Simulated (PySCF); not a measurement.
GeH3, SMILES [GeH3+], charge +1. Coordinates come from a PBE-D3(BJ)/def2-TZVPD optimisation.

Problem. Give the equilibrium geometry at PBE-D3(BJ)/def2-TZVPD (PySCF confirms it by a frequency run) as a Z-matrix, and its point group. (Estimate from the structure and the level; the computed values follow.)

Solution. point group D3h.
```
Ge
H 1 1.5348
H 1 1.5348 2 120.00
H 1 1.5348 2 120.00 3 180.00
```
Charge +1, spin multiplicity 1.
